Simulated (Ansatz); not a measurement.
`S[Si]1(S)[O][AlH]1`, relaxed with RKS PBE-D4/def2-SVP in the Gaussian-basis code of Ansatz from a rough embedded geometry. The force threshold is 0.03 eV/Å; the program also tests the step.

Charge 0, multiplicity 1.

Start:

```xyz
8

S     2.299    0.971   -0.280
Si    0.278    0.449   -0.219
S    -1.041    1.885   -1.037
O    -0.240    0.164    1.396
Al   -0.478   -1.559    0.675
H     2.749   -0.278    0.262
H    -2.188    1.082   -0.893
H    -1.379   -2.714    0.097
```

**Question.** By how much does the energy fall, and how many steps does the optimiser take? (Estimate.)

**Answer.** Computed: 110.27 kJ/mol, in 8 steps.

**Question.** Which bonds change most? (Best estimate.)

**Answer.** Computed: O4–Al5 from 1.883 to 1.786 Å; S1–H6 from 1.433 to 1.362 Å; S1–Si2 from 2.087 to 2.156 Å; S3–H7 from 1.408 to 1.364 Å.

**Question.** Give the relaxed structure. (An estimate is asked.)

**Answer.** Computed: 
```xyz
8

S     2.209    1.128   -0.051
Si    0.207    0.355   -0.259
S    -0.759    2.023   -1.224
O    -0.622   -0.169    1.156
Al   -0.595   -1.744    0.314
H     2.775   -0.107    0.053
H    -1.995    1.650   -0.781
H    -1.220   -3.137    0.791
```
